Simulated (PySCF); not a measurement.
TeF₃⁺ (singlet). All numbers come from PySCF, PBE0, basis Te def2-TZVP with ECP28, F def2-TZVP (scalar-relativistic core potentials, no spin–orbit coupling, density fitting).

Harmonic bands of its minimum:

```json
{"ω (cm⁻¹)": "226", "IR (km/mol, summed over degenerate members)": "9.8", "degeneracy": "2"}
{"ω (cm⁻¹)": "273", "IR (km/mol, summed over degenerate members)": "21.4", "degeneracy": "1"}
{"ω (cm⁻¹)": "755", "IR (km/mol, summed over degenerate members)": "162", "degeneracy": "2"}
{"ω (cm⁻¹)": "765", "IR (km/mol, summed over degenerate members)": "36.2", "degeneracy": "1"}
```

**Question.** The central atom is Te. Infer the point group and assign the bands.

**Answer.** C3v. The modes span 2e + 2a1: 226 e, 273 a1, 755 e, 765 a1. The computed geometry has Te–F 1.812 Å (×3); F–Te–F 95.3° (×3).

This need not be the most stable arrangement of these atoms.
